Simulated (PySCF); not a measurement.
**Tc: ionisation energy**

Tc [Kr] 4d5 5s2 [4d3/2^4 4d5/2^1, M_J = 5/2] → Tc+ [Kr] 4d5 5s1 [4d3/2^4 4d5/2^1 5s1/2^1, M_J = 3], as a difference of total energies. Computed with PySCF 2.14 in x2c-SVPall-2c with one added diffuse shell each of s, p, d type (7s9p7d1f, 76 functions), with the two-component X2C-1e Hamiltonian. Correlated levels: [Ar] 3d10 frozen; the 6 highest virtual spinors dropped. "Screened" scales the spin-orbit matrix elements by Boettger's factors to mimic the two-electron term; Breit and QED terms are absent.

| method | ionisation energy (eV) |
| --- | --- |
| GMP2 (spin-free) | 6.640 |
| GHF (screened spin-orbit) | 5.565 |
| GMP2 (screened spin-orbit) | 6.642 |

Question: How much does correlation contribute at GMP2 (screened spin-orbit)?

Answer: 6.642 − (5.565) = 1.077 eV, measured against GHF (screened spin-orbit).

Errors of the correlated levels include the incompleteness of this basis and the frozen core.

The labels give the starting determinants; with spin-orbit coupling the two ends relaxed to ⟨J²⟩ = 8.79, ⟨L²⟩ = 0.02, ⟨S²⟩ = 8.78 and ⟨J²⟩ = 12.00, ⟨L²⟩ = 0.02, ⟨S²⟩ = 11.99.

MP2 underrates the near-degeneracy of ns² with np² in the lower species.

For comparison: 7.119 eV (measured; NIST Atomic Spectra Database, ionization energies).
